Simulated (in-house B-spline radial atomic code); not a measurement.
A fraction x of an electron is removed from 3d in the bromine ion Br³⁺, starting from [Ar] 3d10 4s2 4p2 and keeping the highest spin. Computed with an all-electron radial atomic-structure program (B-spline basis): non-relativistic AM05, spin-polarised, spherical fractional occupations, point nucleus.

```csv
x,E(x) - E(0) (eV),3d down level (eV)
0,0.0000,-106.356
0.11,11.8669,-109.411
0.14,15.1618,-110.249
0.35,38.9342,-116.171
0.45,50.6939,-119.025
0.5,?,?
0.7,?,?
0.86,101.9270,-130.951
0.92,109.8373,-132.726
1,120.5504,-135.104
```

Problem. What belongs in the row x = 0.5?

Solution. An energy change of 56.6810 eV; 3d down at -120.461 eV.

Problem. What belongs in the row x = 0.7?

Solution. An energy change of 81.3512 eV; 3d down at -126.255 eV.

Problem. Check Janak's theorem between x = 0.11 and 0.14.

Solution. The slope of the energy is 109.83 eV; the orbital levels give 109.83 eV (-ε of the emptying orbital, averaged over the two points).
